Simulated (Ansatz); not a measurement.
Reaction (ligand exchange at a B–C bond): `B[CH2][GeH2][F]` + `[NH2][GeH3]` → `B[NH][GeH3]` + `[CH3][GeH2][F]`

Gas-phase electronic energies from Ansatz, PBE0-D4/def2-TZVP geometries. CBS: MP2 limit from def2 TZ/QZ plus the TZ coupled-cluster correction, frozen cores. DFT in def2-TZVPP. B3LYP here is the variant with VWN-RPA as its local correlation; programs differ in this. For Ge outer-core shells are correlated without core-valence functions, which leaves a few kJ/mol of doubt a bond. Scalar relativity is left out up to krypton. One conformer a species, not always the lowest.

`B[CH2][GeH2][F]`:

Cartesian coordinates in Å:
```
B 0.323 -1.066 -1.167
C -0.098 -0.768 0.277
Ge -0.132 1.180 0.526
F -0.618 1.394 2.188
H 1.481 -1.167 -1.456
H -0.493 -1.134 -2.040
H 0.607 -1.097 1.045
H -1.118 -1.064 0.535
H -1.204 1.886 -0.316
H 1.251 1.835 0.408
```

`[NH2][GeH3]`:

Cartesian coordinates in Å:
```
N 0.779 0.443 -0.739
Ge -0.393 -0.421 0.391
H 0.323 0.959 -1.480
H 1.410 1.073 -0.263
H 0.459 -1.186 1.415
H -1.362 0.517 1.151
H -1.217 -1.387 -0.474
```

`B[NH][GeH3]`:

```xyz
9

B     1.267   -0.479   -0.835
N    -0.026   -0.608   -0.337
Ge   -0.908    0.607    0.750
H     1.906    0.497   -0.558
H     1.722   -1.343   -1.531
H    -0.546   -1.438   -0.583
H    -2.188    1.080    0.041
H     0.064    1.766    0.982
H    -1.289   -0.082    2.071
```

`[CH3][GeH2][F]`:

```xyz
8

C    -0.671   -0.111    0.792
Ge    0.492    0.128   -0.737
F     2.096   -0.331   -0.213
H    -1.696    0.163    0.534
H    -0.336    0.519    1.617
H    -0.656   -1.153    1.112
H     0.612    1.592   -1.193
H     0.160   -0.806   -1.912
```

| level | ΔE (kJ/mol) | difference from CCSD(T)/CBS |
| --- | --- | --- |
| PBE-D4 | -130.4 | 0.2 |
| r2SCAN-D4 | -130.5 | 0.1 |
| PBE0-D4 | -129.7 | 0.9 |
| B3LYP-D4 | -134.6 | -4.0 |
| ωB97X-V | -131.3 | -0.7 |
| ωB97M-V | -132.3 | -1.7 |
| B2PLYP | -135.2 | -4.6 |
| PBE | -130.7 | -0.1 |
| r2SCAN | -130.6 | 0.0 |
| PBE0 | -130.0 | 0.6 |
| B3LYP | -135.1 | -4.5 |
| HF/def2-TZVPP | -132.2 | -1.6 |
| MP2/def2-TZVPP | -133.3 | -2.7 |
| SCS-MP2/def2-TZVPP | -133.9 | -3.3 |
| CCSD/def2-TZVPP | -132.9 | -2.3 |
| CCSD(T)/def2-TZVPP | -133.5 | -2.9 |
| HF/def2-QZVPP | -132.2 | -1.6 |
| MP2/def2-QZVPP | -131.7 | -1.1 |
| SCS-MP2/def2-QZVPP | -132.4 | -1.8 |
| HF/CBS(def2) | -132.2 | -1.6 |
| MP2/CBS(def2) | -130.4 | 0.2 |
| CCSD/CBS(def2) | -130.0 | 0.6 |
| CCSD(T)/CBS | -130.6 | 0 |

Largest T1 diagnostic among the species: 0.013.
